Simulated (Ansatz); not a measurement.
Abridged output of a molecular run in Ansatz:

```
Functional definition: HF
896 factors; integrals over basis functions are off by at most 1.3e-3 eV
mean field evaluation 1: about -11630.3677 eV, gradient 4.5e1 eV
mean field evaluation 2: about -11630.4545 eV, gradient 4.5e1 eV
mean field evaluation 4: about -11634.3246 eV, gradient 2.2e0 eV
mean field evaluation 8: about -11634.3654 eV, gradient 1.9e-1 eV
mean field -11634.36557782 eV, -427.5550489287 hartree, gradient 1.3e-6 eV, S^2 0.000000; 0 other end points of the search recorded, 0 dependent functions left out
7 core orbitals not correlated: weight in the atoms' cores, before any rotation towards them, 1.000 or more for the frozen orbitals, at most 0.000 for the correlated occupied ones
reference -11634.36557782 eV, -427.5550489287 hartree; 17, 17 occupied and 59, 59 virtual orbitals, 896 factors
second order -16.55730894 eV of doubles, -0.00000000 eV of singles
cycle   1  -16.62660198 eV  change   -6.9e-2 eV  update   1.1e-1
cycle   2  -17.01357255 eV  change   -3.9e-1 eV  update   3.7e-2
cycle   3  -17.14450150 eV  change   -1.3e-1 eV  update   2.2e-2
cycle   4  -17.14670985 eV  change   -2.2e-3 eV  update   5.8e-3
cycle   5  -17.14133333 eV  change    5.4e-3 eV  update   2.3e-3
cycle   6  -17.14084244 eV  change    4.9e-4 eV  update   7.3e-4
cycle   7  -17.14081660 eV  change    2.6e-5 eV  update   2.3e-4
cycle   8  -17.14075712 eV  change    5.9e-5 eV  update   7.4e-5
cycle   9  -17.14075163 eV  change    5.5e-6 eV  update   2.5e-5
perturbative correction -0.35407168 eV, -0.0130118943 hartree
Total energy: -11651.86040113 eV, -428.1979718269 hartree
```

Its atoms:

Z-matrix (Å, degrees):
```
C
In 1 2.117
H 1 1.088 2 109.2
H 1 1.089 2 108.9 3 120.8
H 1 1.089 2 108.7 3 -120.1
F 2 1.943 1 126.8 3 -169.7
F 2 1.943 1 126.7 3 10.4
```

(1) Which basis set was used?
A. def2-SVP
B. def2-SVPD
C. cc-pV(Q+d)Z
D. def2-TZVPP

(2) Write the keys of the input that set method, charge and spin (a neutral closed shell needs none for the last two).

Answers

(1) A. It gives 83 functions.

(2) 
```yaml
correlation: {method: ccsd_t}
```
